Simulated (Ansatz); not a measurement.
The inner images of a band of GaH₃ (4 atoms, charge 0, multiplicity 1) are given out of order.

Method: RKS LDA/def2-SVP in Ansatz.

Initial state:

```xyz
4
Properties=species:S:1:pos:R:3
Ga 0.394 0.000 0.228
H 0.395 0.000 1.798
H 1.754 0.000 -0.556
H -0.965 0.000 -0.557
```

Final state:

```xyz
4
Properties=species:S:1:pos:R:3
Ga 0.261 0.000 -1.025
H 0.754 0.000 1.054
H 1.502 0.000 0.714
H -0.939 0.000 0.168
```

Put them in order from the first end to the last, with their energies above the first end.
A.
```xyz
4
Properties=species:S:1:pos:R:3
Ga 0.347 0.000 -0.839
H 0.774 0.000 1.120
H 1.498 0.000 0.567
H -1.041 0.000 0.064
```
B.
```xyz
4
Properties=species:S:1:pos:R:3
Ga 0.401 0.000 -0.686
H 0.625 0.000 1.190
H 1.610 0.000 0.427
H -1.058 0.000 -0.019
```
C.
```xyz
4
Properties=species:S:1:pos:R:3
Ga 0.419 0.000 -0.536
H 0.491 0.000 1.260
H 1.745 0.000 0.288
H -1.077 0.000 -0.100
```
D.
```xyz
4
Properties=species:S:1:pos:R:3
Ga 0.377 0.000 0.028
H 0.424 0.000 1.578
H 1.891 0.000 -0.293
H -1.114 0.000 -0.401
```
E.
```xyz
4
Properties=species:S:1:pos:R:3
Ga 0.388 0.000 -0.233
H 0.440 0.000 1.376
H 1.883 0.000 0.017
H -1.133 0.000 -0.248
```

D (+35.2 kJ/mol), E (+134.3 kJ/mol), C (+199.3 kJ/mol), B (+171.3 kJ/mol), A (+104.3 kJ/mol).

The run took 23 s on 1 thread of Arm Neoverse V1, with other jobs on the host, peak memory 0.09 GiB.
